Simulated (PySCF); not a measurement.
Fill in the blanks.

C10H10.
Atom-mapped SMILES: `[cH:1]1[cH:2][c:3]2[c:4]([cH:5][c:6]1[CH:7]1[CH2:8][CH2:9]1)[CH2:10]2` (hydrogens: H11 on C1; H12 on C2; H13 on C5; H14 on C7; H15, H16 on C8; H17, H18 on C9; H19, H20 on C10)

Geometry (GFN2-xTB, Å), atoms numbered from 1 in this order:
```
atom  x, y, z in Å
C1     0.6212   -1.5005   -0.2063
C2     2.0272   -1.4485   -0.1317
C3     2.4991   -0.1973    0.0870
C4     1.6923    0.9136    0.2224
C5     0.3413    0.9022    0.1560
C6    -0.2024   -0.3886   -0.0713
C7    -1.6672   -0.5775   -0.1696
C8    -2.5496    0.4672   -0.8025
C9    -2.6180    0.2356    0.6702
C10    3.1636    1.1134    0.3234
H11    0.1569   -2.4613   -0.3787
H12    2.6287   -2.3389   -0.2433
H13   -0.2868    1.7737    0.2619
H14   -1.9561   -1.6073   -0.3448
H15   -2.0852    1.3719   -1.1636
H16   -3.3708    0.1292   -1.4163
H17   -3.4866   -0.2620    1.0742
H18   -2.2011    0.9797    1.3314
H19    3.6018    1.3130    1.2957
H20    3.6868    1.5932   -0.4972
```

```json
{"property": "point group of the GFN2-xTB geometry", "level": "GFN2-xTB", "value": "Cs"}
{"property": "rotational constants A, B, C of the GFN2-xTB geometry", "level": "GFN2-xTB", "value": "3.495, 0.899, 0.761 GHz"}
{"property": "dipole moment", "level": "PBE0/pcSseg-1", "value": "0.51 D"}
{"property": "HOMO energy", "level": "PBE0/pcSseg-1", "value": "?"}
{"property": "LUMO energy", "level": "PBE0/pcSseg-1", "value": "-0.34 eV"}
{"property": "13C chemical shifts (computed TMS as zero) by class", "level": "GIAO PBE0/pcSseg-1", "value": "?"}
{"property": "1H chemical shifts (computed TMS as zero) by class", "level": "GIAO PBE0/pcSseg-1", "value": "?"}
```

Gas-phase values; electronic properties from PySCF, density fitting. One conformer (not necessarily the lowest) at the GFN2-xTB geometry, without solvent, vibrations or thermal averaging.

**Question.** What are the 13C chemical shifts (computed TMS as zero) by class?

**Answer.** 152.2 (C6), 134.5 (C4), 134.3 (C1), 130.3 (C3), 118.3 (C2), 111.1 (C5), 23.4 (C10), 20.1 (C7), 14.2 (C8/C9) ppm.

**Question.** Give the 1H chemical shifts (computed TMS as zero) by class.

**Answer.** 7.40 (H12), 7.35 (H11), 6.75 (H13), 3.48 (H19/H20), 1.83 (H14), 1.02 (H16/H17), 0.71 (H15/H18) ppm.

**Question.** Give the HOMO energy.

**Answer.** -6.39 eV.

The rotational constants make it an asymmetric top with κ = (2B − A − C)/(A − C) = -0.90, nearer the prolate limit (−1). With B = h/(8π²I), that is 505.379 GHz u Å² over I, the principal moments of inertia are 144.6, 562.2 and 663.9 u Å² (most abundant isotopes). A dipole of 0.51 D is allowed in Cs, and pure rotational transitions are dipole-allowed. The dipole equals about 1.7 × 10⁻³⁰ C·m (1 D = 3.33564 × 10⁻³⁰ C·m).
